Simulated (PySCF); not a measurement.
C4H5 (SMILES [C-]1=CCC1), charge -1, singlet, geometry from GFN2-xTB; CASSCF(4,5)/6-31G (PySCF).

PySCF was given this input:
```python
from pyscf import gto, scf, mcscf
import numpy

mol = gto.M(
    atom='''
C    -0.025333   -0.757839    0.943421
C    -0.008029    0.604862    0.840226
C     0.002307   -0.804745   -0.645540
C     0.019914    0.737262   -0.650922
H    -0.011585    1.428951    1.568604
H    -0.883807   -1.244133   -1.133044
H     0.894940   -1.264333   -1.101506
H     0.923550    1.191030   -1.112801
H    -0.856249    1.211242   -1.144358
''',
    basis='6-31g',
    charge=-1,
    spin=0,
    verbose=4,
)

mf = scf.RHF(mol)
mf.kernel()
mc = mcscf.CASSCF(mf, 5, 4)
mc.fix_spin_(ss=0.0)
mc.kernel()
occ = numpy.linalg.eigvalsh(mc.fcisolver.make_rdm1(mc.ci, mc.ncas, mc.nelecas))[::-1]
ss = mc.fcisolver.spin_square(mc.ci, mc.ncas, mc.nelecas)[0]
print('natural occupations', occ.round(4), ' <S^2>', round(ss, 4))
```

Output, abridged:

```
PySCF version 2.14.0

[INPUT] verbose = 4
[INPUT] num. atoms = 9
[INPUT] num. electrons = 30
[INPUT] charge = -1
[INPUT] spin (= nelec alpha-beta = 2S) = 0
[INPUT] symmetry False subgroup None
[INPUT] Mole.unit = angstrom
[INPUT] Symbol           X                Y                Z      unit          X                Y                Z       unit  Magmom
[INPUT]  1 C     -0.025333000000  -0.757839000000   0.943421000000 AA   -0.047872431914  -1.432108156514   1.782807310163 Bohr   0.0
[INPUT]  2 C     -0.008029000000   0.604862000000   0.840226000000 AA   -0.015172611054   1.143023523157   1.587797022739 Bohr   0.0
[INPUT]  3 C      0.002307000000  -0.804745000000  -0.645540000000 AA    0.004359598169  -1.520747650113  -1.219893802452 Bohr   0.0
[INPUT]  4 C      0.019914000000   0.737262000000  -0.650922000000 AA    0.037632006045   1.393223262049  -1.230064308454 Bohr   0.0
[INPUT]  5 H     -0.011585000000   1.428951000000   1.568604000000 AA   -0.021892477153   2.700326035423   2.964231957897 Bohr   0.0
[INPUT]  6 H     -0.883807000000  -1.244133000000  -1.133044000000 AA   -1.670153176973  -2.351070632534  -2.141142847082 Bohr   0.0
[INPUT]  7 H      0.894940000000  -1.264333000000  -1.101506000000 AA    1.691191497918  -2.389243100250  -2.081544664565 Bohr   0.0
[INPUT]  8 H      0.923550000000   1.191030000000  -1.112801000000 AA    1.745256562342   2.250720506141  -2.102889121142 Bohr   0.0
[INPUT]  9 H     -0.856249000000   1.211242000000  -1.144358000000 AA   -1.618076104433   2.288915650570  -2.162523208455 Bohr   0.0

nuclear repulsion = 104.786788030627
number of shells = 30
number of NR pGTOs = 108
number of NR cGTOs = 46
basis = 6-31g
ecp = {}

******** <class 'pyscf.scf.hf.RHF'> ********
method = RHF
initial guess = minao
damping factor = 0
level_shift factor = 0
DIIS = <class 'pyscf.scf.diis.CDIIS'>
diis_start_cycle = 1
diis_space = 8
diis_damp = 0
SCF conv_tol = 1e-09
SCF conv_tol_grad = None
SCF max_cycles = 50
direct_scf = True
direct_scf_tol = 1e-13
Set gradient conv threshold to 3.16228e-05
Initial guess from minao.
init E= -154.9553822368
  HOMO = -0.159583538234633  LUMO = 0.0854568223250751  gap/eV = 6.66789
cycle= 1 E= -154.079000236362  delta_E= 0.876  |g|= 0.388  |ddm|= 2.89
  HOMO = 0.0367744697671557  LUMO = 0.418613075842917  gap/eV = 10.39036
cycle= 2 E= -154.129893013679  delta_E= -0.0509  |g|= 0.177  |ddm|= 0.964
  HOMO = -0.0532886074650674  LUMO = 0.42993099208811  gap/eV = 13.14908
cycle= 3 E= -154.139143552109  delta_E= -0.00925  |g|= 0.0421  |ddm|= 0.446
  HOMO = -0.0541257655886476  LUMO = 0.431498817970979  gap/eV = 13.21452
cycle= 4 E= -154.140263899639  delta_E= -0.00112  |g|= 0.0178  |ddm|= 0.133
  HOMO = -0.0540625571537436  LUMO = 0.431805586866499  gap/eV = 13.22115
cycle= 5 E= -154.140388459793  delta_E= -0.000125  |g|= 0.00574  |ddm|= 0.0454
  HOMO = -0.0552050190026501  LUMO = 0.431628321996551  gap/eV = 13.24741
cycle= 6 E= -154.140425162522  delta_E= -3.67e-05  |g|= 0.00197  |ddm|= 0.0332
  HOMO = -0.0556575897246869  LUMO = 0.431707938829382  gap/eV = 13.26189
cycle= 7 E= -154.140428471468  delta_E= -3.31e-06  |g|= 0.000348  |ddm|= 0.00814
  HOMO = -0.0556366500959684  LUMO = 0.431729800963006  gap/eV = 13.26192
cycle= 8 E= -154.140428574088  delta_E= -1.03e-07  |g|= 0.000138  |ddm|= 0.00125
  HOMO = -0.0556457306349873  LUMO = 0.431708384717714  gap/eV = 13.26158
cycle= 9 E= -154.140428587198  delta_E= -1.31e-08  |g|= 3.42e-05  |ddm|= 0.000494
  HOMO = -0.0556443149006953  LUMO = 0.431710653981163  gap/eV = 13.26160
cycle= 10 E= -154.140428588205  delta_E= -1.01e-09  |g|= 7.37e-06  |ddm|= 0.000174
  HOMO = -0.0556444780193535  LUMO = 0.431710725576885  gap/eV = 13.26161
cycle= 11 E= -154.140428588245  delta_E= -4.04e-11  |g|= 2.67e-06  |ddm|= 3.52e-05
  HOMO = -0.0556445021172105  LUMO = 0.431710837043292  gap/eV = 13.26161
Extra cycle  E= -154.140428588249  delta_E= -3.98e-12  |g|= 1.31e-06  |ddm|= 7.54e-06
converged SCF energy = -154.140428588249

******** <class 'pyscf.mcscf.mc1step.CASSCF'> ********
CAS (2e+2e, 5o), ncore = 13, nvir = 28
max_cycle_macro = 50
max_cycle_micro = 4
conv_tol = 1e-07
conv_tol_grad = None
orbital rotation max_stepsize = 0.02
orbital rotation threshold for CI restart = 0.01
augmented hessian ah_max_cycle = 30
augmented hessian ah_conv_tol = 1e-12
augmented hessian ah_linear dependence = 1e-14
augmented hessian ah_level shift = 1e-08
augmented hessian ah_start_tol = 2.5
augmented hessian ah_start_cycle = 3
augmented hessian ah_grad_trust_region = 3
kf_trust_region = 3
kf_interval = 4
ci_response_space = 4
ci_grad_trust_region = 3
with_dep4 0
natorb = False
canonicalization = True
sorting_mo_energy = False
ao2mo_level = 2
internal_rotation = False
******** <class 'pyscf.fci.addons.SpinPenaltyFCISolver'> ********
max. cycles = 50
conv_tol = 1e-08
davidson only = True
linear dependence = 1e-12
level shift = 0.001
max iter space = 12
nroots = 1
pspace_size = 400
spin = None
CASCI E = -154.153700424536  S^2 = 0.0000000
Set conv_tol_grad to 0.000316228
macro iter   1 ( 21 JK    4 micro), CASSCF E = -154.167597892713  dE = -1.38974682e-02  S^2 = 0.0000000
               |grad[o]|=0.0278  |grad[c]|=0.0232  |ddm|=0.0602  |maxRot[o]|=0.241
macro iter   2 ( 21 JK    4 micro), CASSCF E = -154.176967708271  dE = -9.36981556e-03  S^2 = 0.0000000
               |grad[o]|=0.0161  |grad[c]|=0.0688  |ddm|=0.0246  |maxRot[o]|=0.239
macro iter   3 ( 21 JK    4 micro), CASSCF E = -154.183311360489  dE = -6.34365222e-03  S^2 = 0.0000000
               |grad[o]|=0.0129  |grad[c]|=0.0615  |ddm|=0.0742  |maxRot[o]|=0.202
macro iter   4 ( 12 JK    3 micro), CASSCF E = -154.189212391366  dE = -5.90103088e-03  S^2 = 0.0000000
               |grad[o]|=0.019  |grad[c]|=0.0359  |ddm|=0.0364  |maxRot[o]|=0.142
macro iter   5 ( 21 JK    4 micro), CASSCF E = -154.191897150244  dE = -2.68475888e-03  S^2 = 0.0000000
               |grad[o]|=0.0135  |grad[c]|=0.0105  |ddm|=0.00852  |maxRot[o]|=0.305
macro iter   6 ( 21 JK    4 micro), CASSCF E = -154.193250629644  dE = -1.35347940e-03  S^2 = 0.0000000
               |grad[o]|=0.0079  |grad[c]|=0.00702  |ddm|=0.00574  |maxRot[o]|= 0.31
macro iter   7 ( 14 JK    4 micro), CASSCF E = -154.193414990654  dE = -1.64361011e-04  S^2 = 0.0000000
               |grad[o]|=0.00362  |grad[c]|=0.00435  |ddm|=0.00382  |maxRot[o]|=0.0607
macro iter   8 ( 10 JK    3 micro), CASSCF E = -154.193470595808  dE = -5.56051538e-05  S^2 = 0.0000000
               |grad[o]|=0.00172  |grad[c]|=0.000928  |ddm|=0.000802  |maxRot[o]|=0.0197
macro iter   9 (  9 JK    3 micro), CASSCF E = -154.193475602562  dE = -5.00675327e-06  S^2 = 0.0000000
               |grad[o]|=0.000465  |grad[c]|=0.00012  |ddm|=0.000283  |maxRot[o]|=0.00712
macro iter  10 (  4 JK    1 micro), CASSCF E = -154.193475674855  dE = -7.22930054e-08  S^2 = 0.0000000
               |grad[o]|=6.5e-05  |grad[c]|=6.59e-05  |ddm|=2.8e-05  |maxRot[o]|=0.000958
1-step CASSCF converged in  10 macro (154 JK  34 micro) steps
CASSCF canonicalization
Density matrix diagonal elements [1.93463765 1.97990086 0.02006777 0.06271795 0.00267577]
CASSCF energy = -154.193475674855
CASCI E = -154.193475674855  E(CI) = -3.98285753807718  S^2 = 0.0000000
natural occupations [1.9801 1.9367 0.0609 0.0198 0.0025]  <S^2> 0.0
```
